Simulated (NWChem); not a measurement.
HSO₃ anion

```xyz
5

O      1.3882     0.2805     0.2440
S      0.0116     0.1836    -0.4021
O     -1.0173     1.0079     0.3355
O     -0.4039    -1.5046     0.0678
H      0.2638    -1.6798     0.7494
```
Atoms are numbered in this order, from 1.

All runs: NWChem. Pople sets run with spherical d functions. Geometry: optimised at B3LYP/def2-SVPD. Level: PBE0/6-31+G* with COSMO at NWChem's default radii, gas-phase geometry; rows give the dielectric constant. Reactions with the solvent are ignored.

```json
[
 {"dielectric constant": "1.5", "electrostatic solvation energy (kcal/mol)": "-21.9"},
 {"dielectric constant": "2.0", "electrostatic solvation energy (kcal/mol)": "(withheld)"},
 {"dielectric constant": "11.7", "electrostatic solvation energy (kcal/mol)": "-60.9"},
 {"dielectric constant": "25.0", "electrostatic solvation energy (kcal/mol)": "-64.0"},
 {"dielectric constant": "46.7", "electrostatic solvation energy (kcal/mol)": "-65.3"}
]
```

### Question
Some entries are withheld; supply them.

### Answer

- 2.0, electrostatic solvation energy (kcal/mol): -33.0
